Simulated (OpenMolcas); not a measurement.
Pd2+: moving or changing the point charges

Pd2+ among 2 point charges of -2.5 e arranged as a linear pair (D∞h), 2.07 Å from the ion.

* Program: OpenMolcas
* Method: SS-CASPT2, IPEA 0.25 Eh, imaginary shift 0.1 Eh (closed shells correlated: 4s 4p)
* Basis: ANO-RCC-VDZP [6s5p3d1f]
* Scalar Hamiltonian: DKH2, point nucleus
* Active space: 8 electrons in 5 orbitals (4d)
* State averaging: 2S+1 = 3 even, 10 roots; 2S+1 = 1 even, 15 roots
* Spin-orbit coupling: state interaction with AMFI integrals over the reference wave functions

Runs around this geometry, states (labels by Λ). Energies in cm-1 above the lowest state or level, χT in cm3 K/mol.

```csv
R (Å),q (e),Ground state,First state of that spin,First gap with spin-orbit (degeneracies),χT at 300 K,First state of another spin
2.07,-1.62,3Π,3Σ 1000,"210 (1, 2)",2.959,1Σ 8870
1.99,-2.5,3Σ,3Π 1360,"320 (1, 2)",2.433,1Σ 10150
2.07,-2.5,3Σ,3Π 830,"330 (1, 2)",2.548,1Σ 9730
2.26,-2.5,3Σ,3Π 150,"300 (1, 2)",2.753,1Σ 9540
```

The ground state changes within this set.

Roots that are degenerate in the reference are averaged as groups; the widest CASPT2 spread within a group is 40 cm-1 (the 2-fold group of multiplicity 1 near 34200 cm-1 above the lowest state of its run, R = 2.07, q = -1.62). Shifts and gaps below about the spread of the groups concerned are not significant. Real 4d8 and 5d8 ions are as a rule square planar and diamagnetic. Free-ion shares, where given, are those of the reference states; single-state CASPT2 does not remix them. Spin-orbit coupling mixes the spin-free states strongly: the lowest level takes only 55 % from its leading state, 3Π (figures for R = 2.07, q = -1.62; the like holds for R = 1.99, q = -2.5, R = 2.07, q = -2.5, R = 2.26, q = -2.5). This is an electrostatic model: the charges have no orbitals. No measured value stands beside these numbers.
